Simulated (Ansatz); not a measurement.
Born–Oppenheimer molecular dynamics of CH4 + H7NSi2 (15 atoms, charge 0, multiplicity 1). It goes on from the last frame of an earlier run, with new velocities.

Level of theory: RKS r2SCAN-D4/STO-3G in Ansatz 0.2.0.

```json
{"ensemble": "NVT, Langevin thermostat", "time step": "0.25 fs", "steps asked": "266", "set temperature": "700 K", "friction": "0.02 /fs", "seed": "132624"}
```

First frame:

```xyz
15
Properties=species:S:1:pos:R:3
C 0.501 0.582 -2.218
H 1.593 0.618 -2.140
H 0.240 -0.239 -2.898
H 0.147 1.538 -2.639
H 0.076 0.443 -1.210
Si 0.725 0.885 1.475
N -0.609 0.092 0.672
Si -0.887 -1.630 0.786
H 1.927 0.141 1.153
H 0.509 0.947 2.918
H 0.867 2.227 0.975
H -1.483 0.652 0.665
H 0.384 -2.273 0.594
H -1.852 -2.058 -0.213
H -1.405 -2.057 2.072
```

(1) How far do the bonds stretch over the last three quarters of this one trajectory? (Pairs bonded in most of those frames.)

## Answers

(1) 
```json
{"bond": "C1–H2", "mean (Å)": "1.094", "spread (Å)": "0.030", "shortest": "1.04", "longest": "1.15"}
{"bond": "C1–H3", "mean (Å)": "1.095", "spread (Å)": "0.010", "shortest": "1.07", "longest": "1.12"}
{"bond": "C1–H4", "mean (Å)": "1.095", "spread (Å)": "0.026", "shortest": "1.05", "longest": "1.15"}
{"bond": "C1–H5", "mean (Å)": "1.105", "spread (Å)": "0.015", "shortest": "1.07", "longest": "1.13"}
{"bond": "Si6–N7", "mean (Å)": "1.767", "spread (Å)": "0.049", "shortest": "1.68", "longest": "1.83"}
{"bond": "Si6–H9", "mean (Å)": "1.454", "spread (Å)": "0.019", "shortest": "1.42", "longest": "1.50"}
{"bond": "Si6–H10", "mean (Å)": "1.457", "spread (Å)": "0.030", "shortest": "1.40", "longest": "1.50"}
{"bond": "Si6–H11", "mean (Å)": "1.460", "spread (Å)": "0.036", "shortest": "1.40", "longest": "1.54"}
{"bond": "N7–Si8", "mean (Å)": "1.752", "spread (Å)": "0.042", "shortest": "1.67", "longest": "1.82"}
{"bond": "N7–H12", "mean (Å)": "1.039", "spread (Å)": "0.024", "shortest": "1.00", "longest": "1.10"}
{"bond": "Si8–H13", "mean (Å)": "1.451", "spread (Å)": "0.027", "shortest": "1.41", "longest": "1.52"}
{"bond": "Si8–H14", "mean (Å)": "1.456", "spread (Å)": "0.048", "shortest": "1.36", "longest": "1.55"}
{"bond": "Si8–H15", "mean (Å)": "1.453", "spread (Å)": "0.024", "shortest": "1.41", "longest": "1.50"}
```

Mean temperature of the second half: 482 K. The mean temperature of the second half is 31 % below the set value. A run of 0.067 ps of so small a system gives no equilibrium averages. Limits of this set-up: minimal basis.

Time of the run: 5.3 min on 1 CPU thread of a shared host.
